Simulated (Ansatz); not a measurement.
`BC(C)Cl`: the same geometry under several functionals.

```yaml
crystal:
  periodic: [false, false, false]
  atoms:
    - {symbol: B, position_ang: [-0.673936, 1.213499, -0.397935]}
    - {symbol: C, position_ang: [0.103537, -0.133742, -0.485382]}
    - {symbol: C, position_ang: [0.763016, -0.779468, 0.692403]}
    - {symbol: Cl, position_ang: [-1.680141, -0.647950, -0.636714]}
    - {symbol: H, position_ang: [-0.868727, 1.851687, -1.387150]}
    - {symbol: H, position_ang: [-0.962299, 1.631845, 0.683726]}
    - {symbol: H, position_ang: [0.544957, -0.406191, -1.441829]}
    - {symbol: H, position_ang: [0.850166, -1.862653, 0.584928]}
    - {symbol: H, position_ang: [0.231885, -0.550097, 1.616940]}
    - {symbol: H, position_ang: [1.774641, -0.368130, 0.774112]}
basis:
  gaussian: {orbitals: def2-TZVPP}
hamiltonian: {xc: lda}
output: {orbitals: {seedname: orbitals}}
```

```sh
$ ansatz run in.yaml --threads 2 --pin off --events-out ev --progress --plain --max-ram 4352MiB
```

It prints (some lines left out):

```
Functional definition: SPW92
1177 factors; their error is unknown
mean field evaluation 1: about -15286.0638 eV, gradient 8.2e1 eV
mean field evaluation 2: about -15241.7038 eV, gradient 1.5e2 eV
mean field evaluation 4: about -15302.3644 eV, gradient 1.3e1 eV
mean field evaluation 8: about -15302.7527 eV, gradient 2.0e-1 eV
mean field evaluation 16: about -15302.7230 eV, gradient 5.6e-4 eV
mean field -15302.72297614 eV, -562.3646968148 hartree, gradient 5.9e-5 eV, S^2 0.000000; 0 other end points of the search recorded, 0 dependent functions left out
reference -15302.72301579 eV, -562.3646982723 hartree; 20, 20 occupied and 199, 199 virtual orbitals, 1177 factors
Total energy: -15302.72301579 eV, -562.3646982723 hartree
```

It took 2.5 s on 2 threads of an Arm Neoverse N1 on a shared host, with 0.24 GiB of host memory at the peak.

Changing it to `hamiltonian: {xc: {name: CAM-B3LYP}, dispersion: d4}` (abridged; 6.5 s):

```
Functional definition: CAM-B3LYP
mean field -15370.39552925 eV, -564.8516172715 hartree, gradient 7.7e-5 eV, S^2 0.000000
Total energy: -15370.55183808 eV, -564.8573615151 hartree
```

Changing it to `hamiltonian: {xc: pbe, dispersion: d4}` and forces (abridged; 5.5 s):

```
Functional definition: PBE
mean field evaluation 16: about -15362.3951 eV, gradient 1.0e-2 eV
mean field -15362.39512111 eV, -564.5576076953 hartree, gradient 2.6e-5 eV, S^2 0.000000
Total energy: -15362.58247989 eV, -564.5644930036 hartree
Atom 0 force    -0.076442     0.040427    -0.013532 eV/Å
Atom 1 force     0.171111     0.062675     0.055729 eV/Å
Atom 2 force    -0.011129    -0.015192    -0.023096 eV/Å
Atom 3 force    -0.293368    -0.052503    -0.036708 eV/Å
Atom 4 force    -0.018034     0.076250    -0.102506 eV/Å
Atom 5 force    -0.027304     0.048051     0.115610 eV/Å
Atom 6 force     0.106599    -0.061772    -0.206639 eV/Å
Atom 7 force     0.037797    -0.221125    -0.006909 eV/Å
Atom 8 force    -0.095306     0.046875     0.193541 eV/Å
Atom 9 force     0.206077     0.076314     0.024509 eV/Å
Dipole moment:     0.312506    -0.264735     0.036509 e Å
```

The same input with `hamiltonian: {xc: {name: LC-wPBE}}` (abridged; 5.5 s):

```
Functional definition: LC-wPBE
mean field evaluation 16: about -15366.5305 eV, gradient 2.6e-5 eV
mean field -15366.53048398 eV, -564.7095794778 hartree, gradient 2.6e-5 eV, S^2 0.000000
Total energy: -15366.53048399 eV, -564.7095794781 hartree
```

The same input with `hamiltonian: {xc: {name: B3LYP}, dispersion: d4}` and forces (abridged; 9.5 s):

```
Functional definition: B3LYP
mean field evaluation 16: about -15372.5775 eV, gradient 2.9e-4 eV
mean field -15372.57752059 eV, -564.9318039744 hartree, gradient 9.3e-6 eV, S^2 0.000000
Total energy: -15372.88048200 eV, -564.9429376009 hartree
Atom 0 force     0.091056     0.308171     0.027566 eV/Å
Atom 1 force     0.241923     0.173321    -0.169748 eV/Å
Atom 2 force     0.120044    -0.068012     0.151101 eV/Å
Atom 3 force    -0.511957    -0.354053    -0.073155 eV/Å
Atom 4 force     0.029309    -0.056593     0.128497 eV/Å
Atom 5 force     0.039408    -0.028016    -0.136810 eV/Å
Atom 6 force    -0.011093     0.028872     0.086760 eV/Å
Atom 7 force    -0.001003     0.050819     0.015914 eV/Å
Atom 8 force     0.038022    -0.027175    -0.039890 eV/Å
Atom 9 force    -0.035709    -0.027333     0.009766 eV/Å
Dipole moment:     0.335873    -0.235065     0.037650 e Å
```

With the line `hamiltonian: {xc: {name: BHLYP}, dispersion: d4}` (abridged; 6 s):

```
Functional definition: BHLYP
mean field evaluation 16: about -15370.0703 eV, gradient 2.7e-5 eV
mean field -15370.07028999 eV, -564.8396649495 hartree, gradient 2.7e-5 eV, S^2 0.000000
Total energy: -15370.28761468 eV, -564.8476514844 hartree
```

B3LYP takes the VWN-RPA correlation (the form of Gaussian; ORCA's B3LYP/G).
